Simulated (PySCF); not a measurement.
**CH3NO, SMILES `[H]/N=C\O` (N–C–O–H torsion 0°) (charge 0, multiplicity 1)**

Level of theory: PBE0-D3(BJ)/def2-TZVP run with PySCF.

| Property | Result |
|---|---|
| HOMO | -8.22 eV |
| dipole moment | 0.446 e·Å |
| HOMO–LUMO gap | 8.72 eV |
| LUMO | 0.50 eV |
| total energy | -169.7529 Ha |
| cost | about 13 core-seconds (a rough figure) |

```xyz
6

N     -1.1628    -0.1556    -0.0047
C     -0.0966     0.5090     0.0294
O      1.1832     0.0883     0.0009
H     -1.0041    -1.1622    -0.0627
H     -0.1250     1.5954     0.0914
H      1.2053    -0.8749    -0.0542
```
